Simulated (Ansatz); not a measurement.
Two structures of BNH6O3, singlet, reached by relaxing down either side of one saddle point (PBE0-D4/def2-TZVP). Energies are electronic, without zero-point energy. Program: Ansatz 0.2.0. Basis: def2-TZVPP and def2-QZVPP. Cores are frozen in the correlated methods. Extrapolation: Hartree–Fock as exp(−7.88 √X), correlation as X^−2.97. First:

B1  (-0.119, 0.049, -0.392)
O2  (1.026, 0.647, -1.001)
O3  (-0.400, -1.288, -0.810)
O4  (-1.259, 0.901, -0.275)
H5  (1.307, -0.563, 1.275)
N6  (0.378, -0.156, 1.247)
H7  (0.791, 1.512, -1.338)
H8  (0.182, -1.523, -1.533)
H9  (-2.031, 0.447, -0.615)
H10  (0.394, 0.743, 1.715)
H11  (-0.269, -0.770, 1.727)
(Å)

Second:

B1  (-0.992, -0.151, 0.104)
O2  (2.090, 0.081, -0.738)
O3  (-0.636, -0.670, -1.109)
O4  (-2.266, 0.315, 0.291)
H5  (1.612, 0.580, -0.059)
N6  (-0.064, -0.021, 1.190)
H7  (2.478, 0.730, -1.328)
H8  (0.325, -0.729, -1.213)
H9  (-2.770, 0.278, -0.526)
H10  (-0.424, 0.309, 2.071)
H11  (0.647, -0.723, 1.316)
(Å)

Q: Which bonds change from the first to the second?

A: BH₃O₃ ([OH][B]([OH])[OH]) + NH₃ → BNH₄O₂ ([NH2][B]([OH])[OH]) + H₂O; bonds formed: O2–H5; dative contacts that become bonds: B1–N6; bonds broken: B1–O2, H5–N6.

Q: Give the saddle point's structure and its height above each. (An estimate is asked for; the value comes from the calculation.)

A: By the calculation: 1.318 eV above the first and 1.213 eV above the second (CCSD(T) at an estimated basis limit (MP2 extrapolated from triple and quadruple zeta, plus CCSD(T) − MP2 in triple zeta)).
```
atom    x (Å)    y (Å)    z (Å)
  B1  -0.3433  -0.0774  -0.1771
  O2   1.1514   0.4545  -0.7593
  O3  -0.6913  -1.2563  -0.8540
  O4  -1.2767   0.9677  -0.2021
  H5   1.2355   0.3114   0.4049
  N6   0.3250  -0.1972   1.2417
  H7   1.0836   1.3788  -1.0163
  H8   0.0635  -1.6876  -1.2550
  H9  -1.8899   0.8427  -0.9286
 H10  -0.0893   0.3981   1.9450
 H11   0.4315  -1.1348   1.6009
```

No T1 diagnostic of these runs exceeds 0.012.

Labels in which every atom is bracketed show which atoms are joined, not bond orders.

For scale, one of the runs: CCSD(T)/def2-TZVPP, 239 basis functions, launched by `ansatz run in.yaml --threads 4 --pin off --events-out ev --progress --plain --max-ram 9574MiB`. The run took 3 min on 4 CPU threads of an Arm Neoverse V1 (shared host), with 5 GiB of host memory at its peak.
